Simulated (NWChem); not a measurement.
System: N-methylmethanimine (C$_{2}$H$_{5}$N); SMILES C=NC

NWChem input:

```
start job
memory heap 200 mb stack 900 mb global 1100 mb
geometry units angstroms noautosym nocenter noautoz
  C     -0.122495     1.141353     0.000000
  N      0.547600    -0.137825     0.000000
  C     -0.164694    -1.193245     0.000000
  H      0.204127     1.725870     0.886535
  H      0.204127     1.725870    -0.886535
  H     -1.240206     1.083396     0.000000
  H     -1.285687    -1.186507     0.000000
  H      0.329091    -2.185786     0.000000
end
basis spherical
  * library def2-svp
end
dft
  xc pbe0
  iterations 150
end
property
  response 1 0.0
end
task dft property
```

NWChem printed, in part:

```
             Northwest Computational Chemistry Package (NWChem) 7.3.0
             --------------------------------------------------------

                             Geometry "geometry" -> ""
                             -------------------------

 Output coordinates in angstroms (scale by  1.889725989 to convert to a.u.)

  No.       Tag          Charge          X              Y              Z
 ---- ---------------- ---------- -------------- -------------- --------------
    1 C                    6.0000    -0.12249500     1.14135300     0.00000000
    2 N                    7.0000     0.54760000    -0.13782500     0.00000000
    3 C                    6.0000    -0.16469400    -1.19324500     0.00000000
    4 H                    1.0000     0.20412700     1.72587000     0.88653500
    5 H                    1.0000     0.20412700     1.72587000    -0.88653500
    6 H                    1.0000    -1.24020600     1.08339600     0.00000000
    7 H                    1.0000    -1.28568700    -1.18650700     0.00000000
    8 H                    1.0000     0.32909100    -2.18578600     0.00000000

 Effective nuclear repulsion energy (a.u.)      71.6672576634

                              NWChem Property Module
                              ----------------------

                                 NWChem DFT Module
                                 -----------------

 Summary of "ao basis" -> "ao basis" (spherical)
 ------------------------------------------------------------------------------
       Tag                 Description            Shells   Functions and Types
 ---------------- ------------------------------  ------  ---------------------
 C                          def2-svp                 6       14   3s2p1d
 N                          def2-svp                 6       14   3s2p1d
 H                          def2-svp                 3        5   2s1p

            General Information
            -------------------
          SCF calculation type: DFT
          Wavefunction type:  closed shell.
          No. of atoms     :     8
          No. of electrons :    24
           Alpha electrons :    12
            Beta electrons :    12
          Charge           :     0
          Spin multiplicity:     1
          Use of symmetry is: off; symmetry adaption is: off
          Maximum number of iterations: 150
          AO basis - number of functions:    67
                     number of shells:    33
          Convergence on energy requested:  1.00D-06
          Convergence on density requested:  1.00D-05
          Convergence on gradient requested:  5.00D-04

              XC Information
              --------------
                         PBE0 Method XC Functional
                     Hartree-Fock (Exact) Exchange  0.250
          PerdewBurkeErnzerhof Exchange Functional  0.750
            Perdew 1991 LDA Correlation Functional  1.000 local
           PerdewBurkeErnz. Correlation Functional  1.000 non-local

             Grid Information
             ----------------
          Grid used for XC integration:  medium
          Radial quadrature: Mura-Knowles
          Angular quadrature: Lebedev.
          Tag              B.-S. Rad. Rad. Pts. Rad. Cut. Ang. Pts.
          ---              ---------- --------- --------- ---------
          C                   0.70       49          10.0       434
          N                   0.65       49           7.0       434
          H                   0.35       45          11.0       434
          Grid pruning is: on
          Number of quadrature shells:   372
          Spatial weights used:  Erf1

      Superposition of Atomic Density Guess
      -------------------------------------

 Sum of atomic energies:        -131.99019769

      Non-variational initial energy
      ------------------------------

 Total energy =    -133.655373
 1-e energy   =    -318.383012
 2-e energy   =     113.060382
 HOMO         =      -0.310362
 LUMO         =      -0.014061

   convergence    iter        energy       DeltaE   RMS-Dens  Diis-err
 ---------------- ----- ----------------- --------- --------- ---------
 d= 0,ls=0.0,diis     1   -133.6371491885 -2.05D+02  1.11D-02  2.80D-01
 d= 0,ls=0.0,diis     2   -133.6160931661  2.11D-02  7.12D-03  5.06D-01
 d= 0,ls=0.0,diis     3   -133.6718145142 -5.57D-02  1.60D-03  3.14D-02
 d= 0,ls=0.0,diis     4   -133.6751236438 -3.31D-03  4.96D-04  1.82D-03
 d= 0,ls=0.0,diis     5   -133.6753525586 -2.29D-04  8.90D-05  5.54D-05
  Resetting Diis
 d= 0,ls=0.0,diis     6   -133.6753598103 -7.25D-06  2.10D-05  3.30D-06
 d= 0,ls=0.0,diis     7   -133.6753601893 -3.79D-07  1.73D-05  4.74D-07
 d= 0,ls=0.0,diis     8   -133.6753601448  4.45D-08  9.15D-06  8.93D-07

         Total DFT energy =     -133.675360144803
      One electron energy =     -321.100396136203
           Coulomb energy =      135.112993066927
    Exchange-Corr. energy =      -19.355214738937
 Nuclear repulsion energy =       71.667257663410

 Numeric. integr. density =       23.999994790849

                       DFT Final Molecular Orbital Analysis
                       ------------------------------------

 Vector   10  Occ=2.000000D+00  E=-3.875275D-01
              MO Center= -2.0D-01,  2.3D-01,  2.2D-10, r^2= 3.0D+00
   Bfn.  Coefficient  Atom+Function         Bfn.  Coefficient  Atom+Function
  ----- ------------  ---------------      ----- ------------  ---------------
     5      0.281796  1 C  py                33      0.253173  3 C  py
    53     -0.247413  6 H  s                  4      0.238667  1 C  px
    63     -0.236240  8 H  s                 43      0.180965  4 H  s
    48      0.180965  5 H  s                 19      0.166417  2 N  py
    58      0.162168  7 H  s                 32     -0.141028  3 C  px

 Vector   11  Occ=2.000000D+00  E=-3.153199D-01
              MO Center=  1.5D-01, -1.7D-01, -5.8D-10, r^2= 2.2D+00
   Bfn.  Coefficient  Atom+Function         Bfn.  Coefficient  Atom+Function
  ----- ------------  ---------------      ----- ------------  ---------------
    34     -0.381021  3 C  pz                20      0.375031  2 N  pz
    37     -0.258075  3 C  pz                23     -0.253743  2 N  pz
     6      0.204633  1 C  pz                43      0.190449  4 H  s
    48     -0.190449  5 H  s                 44      0.109005  4 H  s
    49     -0.109005  5 H  s                  9      0.079042  1 C  pz

 Vector   12  Occ=2.000000D+00  E=-2.641576D-01
              MO Center=  3.7D-01, -2.1D-01,  3.5D-10, r^2= 1.9D+00
   Bfn.  Coefficient  Atom+Function         Bfn.  Coefficient  Atom+Function
  ----- ------------  ---------------      ----- ------------  ---------------
    18      0.497109  2 N  px                21     -0.366932  2 N  px
    17     -0.276918  2 N  s                 58     -0.198253  7 H  s
    16     -0.190745  2 N  s                 59     -0.185244  7 H  s
    53     -0.169266  6 H  s                 54     -0.161368  6 H  s
    63      0.156335  8 H  s                  4      0.147329  1 C  px

 Vector   13  Occ=0.000000D+00  E=-4.127424D-03
              MO Center=  9.0D-02, -6.6D-01, -1.2D-10, r^2= 2.1D+00
   Bfn.  Coefficient  Atom+Function         Bfn.  Coefficient  Atom+Function
  ----- ------------  ---------------      ----- ------------  ---------------
    37      0.590139  3 C  pz                23     -0.531726  2 N  pz
    34      0.442371  3 C  pz                20      0.439008  2 N  pz
    44      0.199015  4 H  s                 49     -0.199015  5 H  s
    43      0.106263  4 H  s                 48     -0.106263  5 H  s
     9     -0.066742  1 C  pz                11      0.027286  1 C  d -1

 Vector   14  Occ=0.000000D+00  E= 8.204897D-02
              MO Center= -6.9D-01,  4.2D-01, -1.3D-10, r^2= 6.1D+00
   Bfn.  Coefficient  Atom+Function         Bfn.  Coefficient  Atom+Function
  ----- ------------  ---------------      ----- ------------  ---------------
     3      1.954468  1 C  s                 54     -1.034861  6 H  s
    31      0.906388  3 C  s                 59     -0.884981  7 H  s
    44     -0.877570  4 H  s                 49     -0.877570  5 H  s
    64     -0.685786  8 H  s                 36     -0.364370  3 C  py
     8      0.357385  1 C  py                35     -0.358587  3 C  px

 Vector   15  Occ=0.000000D+00  E= 1.101913D-01
              MO Center= -3.6D-01,  1.0D-01,  8.4D-10, r^2= 7.3D+00
   Bfn.  Coefficient  Atom+Function         Bfn.  Coefficient  Atom+Function
  ----- ------------  ---------------      ----- ------------  ---------------
     3      1.725123  1 C  s                 31     -1.636883  3 C  s
    59      1.305016  7 H  s                 44     -1.077066  4 H  s
    49     -1.077066  5 H  s                 64      0.852249  8 H  s
     8      0.346803  1 C  py                 7      0.334280  1 C  px
    35      0.316830  3 C  px                54     -0.213986  6 H  s

     Multipole analysis of the density
     ---------------------------------

     L   x y z        total         alpha         beta         nuclear
     -   - - -        -----         -----         ----         -------
     0   0 0 0     -0.000000    -12.000000    -12.000000     24.000000

     1   1 0 0     -0.566004     -0.586792     -0.586792      0.607581
     1   0 1 0      0.036694      0.125385      0.125385     -0.214076
     1   0 0 1     -0.000000     -0.000000     -0.000000      0.000000

     2   2 0 0    -15.577793    -18.028162    -18.028162     20.478531
     2   1 1 0      0.395273      0.235018      0.235018     -0.074764
     2   1 0 1      0.000000      0.000000      0.000000      0.000000
     2   0 2 0    -12.125627    -59.286943    -59.286943    106.448258
     2   0 1 1      0.000000      0.000000      0.000000      0.000000
     2   0 0 2    -14.587460    -10.100387    -10.100387      5.613315

 *** CALLING NEW AORESP DRIVER FOR CLOSED AND OPEN SHELLS ***
 Entering AOResponse driver routine

--------------------------------------------------------------------------------

          -----------------------------------------------
          Solving response equations for perturbing field
          -----------------------------------------------

 number of frequencies:     1
 frequency in a.u.:  0.0000000E+00
 Perturbing field: electric
 Using El. Dipole Length Gauge

 Setting up CPKS with frequency omega =      0.00000000 a.u.

 STATIC response

                                NWChem CPHF Module
                                ------------------

  scftype          =     RHF
  nclosed          =       12
  nopen            =        0
  variables        =      660
  # of vectors     =        3
  tolerance        = 0.10D-03
  level shift      = 0.00D+00
  max iterations   =       50
  max subspace     =       30

 SCF residual:    2.6705159188965499E-004

Iterative solution of linear equations
  No. of variables      660
  No. of equations        3
  Maximum subspace       30
        Iterations       50
       Convergence  1.0D-04

   iter   nsub   residual    time
   ----  ------  --------  ---------
     1      3    4.76D+00       6.5
     2      6    2.76D+00       7.9
     3      9    1.39D-01       9.1
     4     12    2.37D-02      10.5
     5     15    5.09D-03      11.7
     6     18    5.34D-04      13.0
     7     21    8.60D-05      14.3

 Electric Dipole Response Matrix (nonzero elements):

              1        2        3
    1   28.5711   2.8164  -0.0000
    2    2.8163  42.0077  -0.0000
    3    0.0000  -0.0000  19.7801

 ------------------------------------------
 average:        30.11964 + I       0.00000

 DFT Linear Response polarizability / au
 Frequency  =       0.0000000 / au
              X              Y              Z
 -----------------------------------------------
 X      28.5711123      2.8164364     -0.0000000
 Y       2.8162863     42.0077327     -0.0000000
 Z       0.0000000     -0.0000000     19.7800827
 -----------------------------------------------
 Eigenvalues =      28.0046435     42.5742015     19.7800827
 Isotropic   =      30.1196426
 Anisotropic =      19.9935899
 -----------------------------------------------

 Magnetic Dipole Response Matrix (nonzero elements):

 Exiting AOResponse driver routine
```

Level: PBE0/def2-SVP. Structure relaxed at the PBE-D3(BJ)/def2-SVP level.
